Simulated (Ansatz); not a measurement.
Z-matrix (Å, degrees):
```
P
B 1 1.899
N 1 1.761 2 43.2
S 1 2.138 2 104.4 3 98.9
H 2 1.184 1 154.4 3 -175.3
H 3 1.007 1 138.6 2 173.2
H 4 1.344 1 99.5 2 16.5
```

Total charge 0; spin multiplicity 1.

Problem. List the CAM-B3LYP/def2-TZVPP orbital energies in eV (Ansatz). (An estimate is asked.)

Solution. Computed: Occupied: -2419.70, -2099.72, -392.26, -217.73, -186.37, -180.83, -162.32, -162.23, -162.11, -130.86, -130.78, -130.68, -27.07, -22.29, -19.12, -16.21, -14.24, -12.94, -12.19, -11.43, -9.33, -8.56, -8.43. Lowest empty: 0.42, 0.85, 1.32, 1.54, 2.11, 2.95, 3.39, 3.45.
